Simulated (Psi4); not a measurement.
Input for Psi4: SAPT0/aug-cc-pVDZ on AsH5O (a complex), monomers drawn apart or pushed together.

```
memory 2025 MB

molecule dimer {
0 1
O    -0.04880423    0.63243907   -0.59994090
H    -0.91007277    0.30571641   -0.87872982
H    -0.00101452    0.43945104    0.34582986
--
0 1
As    0.20717113   -0.37579484    2.62224365
H    -0.22255806    0.31409714    3.90831034
H     1.62145642   -0.61926389    3.12556961
H    -0.28321037   -1.73765574    3.09175050
units angstrom
symmetry c1
no_reorient
no_com
}

set {
  basis aug-cc-pVDZ
  scf_type df
  freeze_core true
}

energy('sapt0')
```

Program output:

```
[...]
==> Input File <==

--------------------------------------------------------------------------
memory 2025 MB

molecule dimer {
0 1
O    -0.04880423    0.63243907   -0.59994090
H    -0.91007277    0.30571641   -0.87872982
H    -0.00101452    0.43945104    0.34582986
--
0 1
As    0.20717113   -0.37579484    2.62224365
H    -0.22255806    0.31409714    3.90831034
H     1.62145642   -0.61926389    3.12556961
H    -0.28321037   -1.73765574    3.09175050
units angstrom
symmetry c1
no_reorient
no_com
}

set {
  basis aug-cc-pVDZ
  scf_type df
  freeze_core true
}

energy('sapt0')
--------------------------------------------------------------------------


   => Loading Basis Set <=

    Name: AUG-CC-PVDZ
    Role: ORBITAL
    Keyword: BASIS
    atoms 1        entry O          line   254 file aug-cc-pvdz.gbs
    atoms 2-3, 5-7 entry H          line    40 file aug-cc-pvdz.gbs
    atoms 4        entry AS         line  3108 file aug-cc-pvdz.gbs

   => Loading Basis Set <=

    Name: AUG-CC-PVDZ
    Role: ORBITAL
    Keyword: BASIS
    atoms 1        entry O          line   254 file aug-cc-pvdz.gbs
    atoms 2-3, 5-7 entry H          line    40 file aug-cc-pvdz.gbs
    atoms 4        entry AS         line  3108 file aug-cc-pvdz.gbs


  //>>>>>>>>>>>>>>>>>>>>>>>>>>>>>>>>>>>//
  //              Dimer HF             //
  //<<<<<<<<<<<<<<<<<<<<<<<<<<<<<<<<<<<//

   => Libint2 <=

    Primary   basis highest AM E, G, H:  7, 6, 3
    Auxiliary basis highest AM E, G, H:  7, 7, 4
    Onebody   basis highest AM E, G, H:  -, -, -
    Solid Harmonics ordering:            Gaussian


   => Loading Basis Set <=

    Name: AUG-CC-PVDZ
    Role: ORBITAL
    Keyword: BASIS
    atoms 1        entry O          line   254 file aug-cc-pvdz.gbs
    atoms 2-3, 5-7 entry H          line    40 file aug-cc-pvdz.gbs
    atoms 4        entry AS         line  3108 file aug-cc-pvdz.gbs


         ---------------------------------------------------------
                                   SCF
               by Justin Turney, Rob Parrish, Andy Simmonett
                          and Daniel G. A. Smith
                              RHF Reference
                        1 Threads,   1931 MiB Core
         ---------------------------------------------------------

  ==> Geometry <==

    Molecular point group: c1
    Full point group: C1

    Geometry (in Angstrom), charge = 0, multiplicity = 1:

       Center              X                  Y                   Z               Mass
    ------------   -----------------  -----------------  -----------------  -----------------
         O           -0.048804230000     0.632439070000    -0.599940900000    15.994914619570
         H           -0.910072770000     0.305716410000    -0.878729820000     1.007825032230
         H           -0.001014520000     0.439451040000     0.345829860000     1.007825032230
         AS           0.207171130000    -0.375794840000     2.622243650000    74.921594570000
         H           -0.222558060000     0.314097140000     3.908310340000     1.007825032230
         H            1.621456420000    -0.619263890000     3.125569610000     1.007825032230
         H           -0.283210370000    -1.737655740000     3.091750500000     1.007825032230

  Running in c1 symmetry.

  Rotational constants: A =      1.61407  B =      0.02921  C =      0.02900 [cm^-1]
  Rotational constants: A =  48388.50283  B =    875.75752  C =    869.52271 [MHz]
  Nuclear repulsion =  101.089913501168454

  Charge       = 0
  Multiplicity = 1
  Electrons    = 46
  Nalpha       = 23
  Nbeta        = 23

  ==> Algorithm <==

  SCF Algorithm Type is DF.
  DIIS enabled.
  MOM disabled.
  Fractional occupation disabled.
  Guess Type is SAD.
  Energy threshold   = 1.00e-08
  Density threshold  = 1.00e-08
  Integral threshold = 1.00e-12

  ==> Primary Basis <==

  Basis Set: AUG-CC-PVDZ
    Blend: AUG-CC-PVDZ
    Number of shells: 48
    Number of basis functions: 104
    Number of Cartesian functions: 109
    Spherical Harmonics?: true
    Max angular momentum: 2

   => Loading Basis Set <=

    Name: (AUG-CC-PVDZ AUX)
    Role: JKFIT
    Keyword: DF_BASIS_SCF
    atoms 1        entry O          line   270 file aug-cc-pvdz-jkfit.gbs
    atoms 2-3, 5-7 entry H          line    70 file aug-cc-pvdz-jkfit.gbs
    atoms 4        entry AS         line  1158 file aug-cc-pvdz-jkfit.gbs

  ==> Integral Setup <==

  DFHelper Memory: AOs need 0.038 GiB; user supplied 1.414 GiB.
  SCF_SUBTYPE=INCORE selected. In-core MEM_DF algorithm will be used.
  Using in-core AOs.

  ==> MemDFJK: Density-Fitted J/K Matrices <==

    J tasked:                   Yes
    K tasked:                   Yes
    wK tasked:                   No
    OpenMP threads:               1
    Algorithm:                 Core
    Schwarz Cutoff:           1E-12
    Mask sparsity (%):       0.8321
    Fitting Condition:        1E-10

   => Auxiliary Basis Set <=

  Basis Set: (AUG-CC-PVDZ AUX)
    Blend: AUG-CC-PVDZ-JKFIT
    Number of shells: 140
 
[...]
   7.064544   104A     33.580849

    Final Occupation by Irrep:
              A
    DOCC [    18 ]
    NA   [    18 ]
    NB   [    18 ]

  @DF-RHF Final Energy: -2235.32127703305923

   => Energetics <=

    Nuclear Repulsion Energy =             35.1554445354120588
    One-Electron Energy =               -3185.1527429753359684
    Two-Electron Energy =                 914.6760214068646064
    Total Energy =                      -2235.3212770330592321

Computation Completed


Properties will be evaluated at   0.000000,   0.000000,   0.000000 [a0]

Properties computed using the SCF density matrix


 Multipole Moments:

 ------------------------------------------------------------------------------------
     Multipole            Electronic (a.u.)      Nuclear  (a.u.)        Total (a.u.)
 ------------------------------------------------------------------------------------

 L = 1.  Multiply by 2.5417464519 to convert [e a0] to [Debye]
 Dipole X            :        -14.9931441           15.0277357            0.0345916
 Dipole Y            :         27.2332722          -27.2953028           -0.0620306
 Dipole Z            :       -182.5054342          182.6603054            0.1548712
 Magnitude           :                                                    0.1703803

 ------------------------------------------------------------------------------------

  Constructing Basis Sets for SAPT...

   => Loading Basis Set <=

    Name: (AUG-CC-PVDZ AUX)
    Role: RIFIT
    Keyword: DF_BASIS_SAPT
    atoms 1        entry O          line   204 file aug-cc-pvdz-ri.gbs
    atoms 2-3, 5-7 entry H          line    30 file aug-cc-pvdz-ri.gbs
    atoms 4        entry AS         line   830 file aug-cc-pvdz-ri.gbs

   => Loading Basis Set <=

    Name: (AUG-CC-PVDZ AUX)
    Role: JKFIT
    Keyword: DF_BASIS_ELST
    atoms 1        entry O          line   270 file aug-cc-pvdz-jkfit.gbs
    atoms 2-3, 5-7 entry H          line    70 file aug-cc-pvdz-jkfit.gbs
    atoms 4        entry AS         line  1158 file aug-cc-pvdz-jkfit.gbs


  //>>>>>>>>>>>>>>>>>>>>>>>>>>>>>>>>>>>//
  //               SAPT0               //
  //<<<<<<<<<<<<<<<<<<<<<<<<<<<<<<<<<<<//



        SAPT0
    Ed Hohenstein
     6 June 2009

      Orbital Information
  --------------------------
    NSO        =       104
    NMO        =       104
    NRI        =       317
    NRI (Elst) =       440
    NOCC A     =         5
    NOCC B     =        18
    FOCC A     =         1
    FOCC B     =         9
    NVIR A     =        99
    NVIR B     =        86

    Elst10,r            =    -0.009281846369 [Eh]
    Exch10              =     0.015534441382 [Eh]
    Exch10 (S^2)        =     0.015335296624 [Eh]

    Maxiter = 50
    CPHF R converge = 1.000000E-08

    Iter     Energy [mEh]          dE [mEh]         Residual      Time [s]
       1      -1.50366495       1.503664946     4.467924e-03             0
       2      -1.72620116       0.222536214     8.174160e-04             0
       3      -1.72855726       0.002356103     2.517190e-04             0
       4      -1.72576078      -0.002796480     7.801302e-05             1
       5      -1.72563488      -0.000125901     2.200156e-05             1
       6      -1.72590010       0.000265214     3.357485e-06             1
       7      -1.72586085      -0.000039241     7.805415e-07             1
       8      -1.72586608       0.000005230     1.805657e-07             1
       9      -1.72586627       0.000000183     3.433930e-08             1
      10      -1.72586602      -0.000000243     6.473081e-09             1

    CHF Iterations converged

    Maxiter = 50
    CPHF R converge = 1.000000E-08

    Iter     Energy [mEh]          dE [mEh]         Residual      Time [s]
       1      -5.60030747       5.600307465     1.196969e-02             0
       2      -7.16737270       1.567065234     2.498106e-03             0
       3      -7.20282628       0.035453584     6.415917e-04             0
       4      -7.17897426      -0.023852029     1.562820e-04             0
       5      -7.17872921      -0.000245043     3.422905e-05             0
       6      -7.17972995       0.001000735     5.526154e-06             0
       7      -7.17959499      -0.000134959     1.108146e-06             0
       8      -7.17961076       0.000015770     2.211703e-07             0
       9      -7.17960906      -0.000001702     4.294466e-08             0
      10      -7.17960895      -0.000000106     1.172759e-08             0
      11      -7.17960905       0.000000098     1.501814e-09             0

    CHF Iterations converged

    Ind20,r (A<-B)      =    -0.001725866024 [Eh]
    Ind20,r (B<-A)      =    -0.007179609049 [Eh]
    Ind20,r             =    -0.008905475073 [Eh]
    Exch-Ind20,r (A<-B) =     0.001523958539 [Eh]
    Exch-Ind20,r (B<-A) =     0.005042935629 [Eh]
    Exch-Ind20,r        =     0.006566894168 [Eh]
    Disp20              =    -0.004880130655 [Eh]
    Disp20 (SS)         =    -0.002440065328 [Eh]
    Disp20 (OS)         =    -0.002440065328 [Eh]
    Exch-Disp20         =     0.000974595174 [Eh]
    Exch-Disp20 (SS)    =     0.000617933837 [Eh]
    Exch-Disp20 (OS)    =     0.000356661337 [Eh]

    SAPT Results
  --------------------------------------------------------------------------------------------------------
    Electrostatics                 -9.28184637 [mEh]      -5.82444653 [kcal/mol]     -24.36948428 [kJ/mol]
      Elst10,r                     -9.28184637 [mEh]      -5.82444653 [kcal/mol]     -24.36948428 [kJ/mol]

    Exchange                       15.53444138 [mEh]       9.74800914 [kcal/mol]      40.78567023 [kJ/mol]
      Exch10                       15.53444138 [mEh]       9.74800914 [kcal/mol]      40.78567023 [kJ/mol]
      Exch10(S^2)                  15.33529662 [mEh]       9.62304391 [kcal/mol]      40.26281574 [kJ/mol]

    Induction                      -4.22458087 [mEh]      -2.65096452 [kcal/mol]     -11.09163555 [kJ/mol]
      Ind20,r                      -8.90547507 [mEh]      -5.58826998 [kcal/mol]     -23.38132158 [kJ/mol]
      Exch-Ind20,r                  6.56689417 [mEh]       4.12078830 [kcal/mol]      17.24137826 [kJ/mol]
      delta HF,r (2)               -1.88599997 [mEh]      -1.18348285 [kcal/mol]      -4.95169223 [kJ/mol]

    Dispersion                     -3.90553548 [mEh]      -2.45076051 [kcal/mol]     -10.25398199 [kJ/mol]
      Disp20                       -4.88013066 [mEh]      -3.06232822 [kcal/mol]     -12.81278127 [kJ/mol]
      Exch-Disp20                   0.97459517 [mEh]       0.61156770 [kcal/mol]       2.55879928 [kJ/mol]
      Disp20 (SS)                  -2.44006533 [mEh]      -1.53116411 [kcal/mol]      -6.40639064 [kJ/mol]
      Disp20 (OS)                  -2.44006533 [mEh]      -1.53116411 [kcal/mol]      -6.40639064 [kJ/mol]
      Exch-Disp20 (SS)              0.61793384 [mEh]       0.38775934 [kcal/mol]       1.62238506 [kJ/mol]
      Exch-Disp20 (OS)              0.35666134 [mEh]       0.22380837 [kcal/mol]       0.93641421 [kJ/mol]

  Total HF                          2.02801414 [mEh]       1.27259809 [kcal/mol]       5.32455040 [kJ/mol]
  Total SAPT0                      -1.87752134 [mEh]      -1.17816243 [kcal/mol]      -4.92943160 [kJ/mol]

  Special recipe for scaled SAPT0 (see Manual):
    Electrostatics sSAPT0          -9.28184637 [mEh]      -5.82444653 [kcal/mol]     -24.36948428 [kJ/mol]
    Exchange sSAPT0                15.53444138 [mEh]       9.74800914 [kcal/mol]      40.78567023 [kJ/mol]
    Induction sSAPT0               -3.96541039 [mEh]      -2.48833259 [kcal/mol]     -10.41118355 [kJ/mol]
    Dispersion sSAPT0              -3.86707190 [mEh]      -2.42662425 [kcal/mol]     -10.15299586 [kJ/mol]
  Total sSAPT0                     -1.57988728 [mEh]      -0.99139423 [kcal/mol]      -4.14799347 [kJ/mol]
  --------------------------------------------------------------------------------------------------------



*** Psi4 exiting successfully. Buy a developer a beer!
```

The run finished.

Cost: about 14 core-seconds (a rough figure).
